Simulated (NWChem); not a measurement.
Molecule: MgO; SMILES [O]=[Mg]

```xyz
2

Mg     0.0000     0.0000    -0.7053
O      0.0000     0.0000     1.0580
```
Atoms are numbered in this order, from 1.

Computed with NWChem. Coordinates come from a PBE-D3(BJ)/def2-SVP optimisation. Total energies compare along this basis series because the functional is fixed.

```csv
level,basis functions,energy (Ha),highest occupied level (eV),orbital gap (eV),dipole (D)
TPSS/pcseg-1,24,-275.2058,[?],[?],[?]
TPSS/aug-pcseg-1,37,-275.2289,-4.80,0.58,7.32
TPSS/pcseg-2,49,-275.2847,-4.77,0.63,7.04
TPSS/def2-SVP,32,-275.1129,-4.79,0.60,6.86
```

Problem. What belongs in the gaps?

Solution. 
- TPSS/pcseg-1, highest occupied level (eV): -4.27
- TPSS/pcseg-1, orbital gap (eV): 0.46
- TPSS/pcseg-1, dipole (D): 6.66
